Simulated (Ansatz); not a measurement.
K₂H₃ was relaxed with PBE0-D4 (def2-TZVP) in Ansatz in these states: neutral doublet, neutral quartet. The geometries follow in no particular order.

A:

```tsv
atom	x (Å)	y (Å)	z (Å)
K1	-2.9221	0.8607	0.9255
K2	0.7936	0.0107	1.6635
H3	-0.8389	0.2101	-0.1605
H4	1.1213	-0.4397	-1.1752
H5	1.8462	-0.6418	-1.2534
```

B:

```xyz
5

K     1.471   -2.053   -3.442
K    -2.306    0.615   -0.993
H     1.131   -0.394   -0.036
H     0.196    0.810    2.335
H    -0.492    1.021    2.136
```

Problem. Judge from the bond lengths which geometry belongs to which state (an estimate).

Solution. A is the neutral doublet (K1–H3 2.438 Å, K1–K2 3.882 Å, K2–H3 2.456 Å); B is the neutral quartet (K1–H3 3.804 Å, K1–K2 5.232 Å, K2–H3 3.707 Å).

In the doublet, H4 and H5 lie 0.76 Å apart (atoms count from 1), so H2 has formed as a molecule. In the quartet, H4 and H5 lie 0.75 Å apart (atoms count from 1), so H2 has formed as a molecule. The neutral quartet has come apart into loosely held pieces.
